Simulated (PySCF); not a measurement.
# Telling isomers of C6H9N3 apart by NMR

PySCF 2.14.0 with density-fitted response routines calculation with geometry from GFN2-xTB and shieldings: GIAO PBE0/pcSseg-1; a single conformation, non-relativistic Hamiltonian, in vacuum, rapidly exchanging positions averaged.

Chemical shifts δ = σref − σ; $^{1}$H and $^{13}$C against TMS, all at this level. Where no couplings were computed, multiplicities follow the n + 1 count of equivalent neighbours, and m marks all less simple cases (inequivalent or close neighbours, rings, F or P nearby). Shifts are as computed. Against solution values, carbons near 30 ppm lie about +3 ppm off and those near 130 ppm about +5 ppm. Of 1211 compounds with measured shifts, 218 miss one by over three times the rms of a fit or turn the order of signals round; such compounds aren't used in these exercises.

(1) Tabulate the signals of `C=Cn1nc(C)c(C)n1`, `CCc1ncc(C)nn1`, `CC(C)c1cnncn1`, `Cc1nnnc(C)c1C`, `C=Cn1cc(CC)nn1`, `CCc1cc(C)nnn1` and their relative energies.

(2) What is the quickest way to tell CC(C)c1cnncn1 from C=Cn1cc(CC)nn1?

(3) What is the quickest way to tell Cc1nnnc(C)c1C from C=Cn1cc(CC)nn1?

(4) What is the quickest way to tell CCc1ncc(C)nn1 from CCc1cc(C)nnn1?

Answers

(1) 
```tsv
SMILES	carbon types	δC	δH	E rel. (kcal/mol)
C=Cn1nc(C)c(C)n1	2×C 1×CH 1×CH2 2×CH3	148.7, 139.1, 105.9, 12.6	7.25 (m, 1H), 6.26 (m, 1H), 5.07 (m, 1H), 2.43 (s, 6H)	2.3
CCc1ncc(C)nn1	2×C 1×CH 1×CH2 2×CH3	176.0, 161.4, 153.9, 36.5, 22.0, 18.7	8.61 (s, 1H), 3.27 (q, 2H), 2.89 (s, 3H), 1.47 (t, 3H)	0.0
CC(C)c1cnncn1	1×C 3×CH 2×CH3	172.6, 162.6, 157.2, 37.9, 25.4	9.94 (s, 1H), 9.62 (s, 1H), 2.70 (sept, 1H), 1.45 (d, 6H)	4.4
Cc1nnnc(C)c1C	3×C 3×CH3	160.2, 131.0, 22.8, 14.4	2.83 (s, 6H), 2.25 (s, 3H)	12.8
C=Cn1cc(CC)nn1	1×C 2×CH 2×CH2 1×CH3	156.3, 139.3, 121.4, 103.4, 24.1, 20.6	7.79 (s, 1H), 7.66 (m, 1H), 5.51 (m, 1H), 5.18 (m, 1H), 2.90 (q, 2H), 1.29 (t, 3H)	13.9
CCc1cc(C)nnn1	2×C 1×CH 1×CH2 2×CH3	167.6, 161.9, 121.5, 35.0, 24.4, 19.8	7.09 (s, 1H), 3.00 (q, 2H), 2.88 (s, 3H), 1.37 (t, 3H)	16.6
```

Energies are electronic energies at PBE0/pcSseg-1 on these geometries, without zero-point or thermal terms, each for the one conformer computed, which needn't be the lowest.

(2) Count the carbon signals: 5 against 6. The first has an sp3 CH on an aromatic ring at 37.9 ppm, the second a terminal =CH2 carbon at 103.4 ppm. Their most deshielded carbons lie at 172.6 and 156.3 ppm. In the proton spectra the most deshielded non-exchanging signals are 9.94 (s, 1H) and 7.79 (s, 1H).

(3) Count the carbon signals: 4 against 6. The first has a substituted aromatic carbon (C) at 131.0 ppm, the second an alkene CH at 139.3 ppm. Their most deshielded carbons lie at 160.2 and 156.3 ppm. In the proton spectra the most deshielded non-exchanging signals are 2.83 (s, 6H) and 7.79 (s, 1H).

(4) Both give the same number of carbon signals, with the same numbers of each carbon type, so the positions decide. The first has an aromatic CH next to a ring nitrogen at 153.9 ppm, the second an aromatic CH at 121.5 ppm. Their most deshielded carbons lie at 176.0 and 167.6 ppm. In the proton spectra the most deshielded non-exchanging signals are 8.61 (s, 1H) and 7.09 (s, 1H).
